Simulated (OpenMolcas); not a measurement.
Cu2+ (d9) among equal point charges was computed by CASSCF with the d shell active (OpenMolcas, ANO-RCC-VDZP on the metal). Its lowest spin-free states, and all those of the highest spin:

```tsv
2S+1	Degeneracy	E (cm-1)
2	3	0.0
2	2	834.8
```

Question: Is the site octahedral, tetrahedral or cube-like, axial, or of lower symmetry?

Answer: The states with 2S+1 = 2 have orbital degeneracies 3, 2. Threefold states need a cubic site. For d9 at this spin an octahedron puts the twofold E below the threefold T2 and a tetrahedron or cube puts the threefold T2 below the twofold E, so the site is a tetrahedron or a cube, which this pattern cannot tell apart. The first gap at this spin, 835 cm-1, is |10Dq| in ligand-field theory. The run had Cu2+ among 4 point charges of -0.98 e arranged as a tetrahedron (Td), 1.92 Å from the ion.

An orbital triplet at a regular site is open to Jahn-Teller coupling, which can distort the site and quench the lowest spin-orbit gaps and is left out. The ground term spreads over less than 5000 cm-1, several times less than with real ligands, so orbital moments are less quenched and χT lies further from the spin-only value than at real sites. This is an electrostatic model: the charges have no orbitals. No measured value stands beside these numbers.
